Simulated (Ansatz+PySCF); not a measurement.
Two shapes of singlet BF4(-).

Shape 1:

```xyz
5

B     0.0000    0.0000    0.0000
F     0.8103    0.8103    0.8103
F     0.8103   -0.8103   -0.8103
F    -0.8103    0.8103   -0.8103
F    -0.8103   -0.8103    0.8103
```

Shape 2:

```xyz
5

B     0.0000    0.0000    0.0000
F     0.8751    0.8751    0.8751
F     0.8751   -0.8751   -0.8751
F    -0.8751    0.8751   -0.8751
F    -0.8751   -0.8751    0.8751
```

Basis set: def2-SVP (spherical functions). Left uncorrelated: 5 orbitals. Charge -1, multiplicity 1.

Computed with Ansatz (development build ahead of 0.2.0); each method stands on the lowest determinant of its kind that the runs found.

(1) Which shape is lower in energy, and by how much in each method?

## Answers

(1)

```
  method  E(2) − E(1) (eV)
     RHF             1.094
     UHF             1.094
 RHF-MP2             0.741
 UHF-MP2             0.741
RHF-CCSD             0.797
```

Shape 1 is lower. Caution: no diffuse functions for an anion.
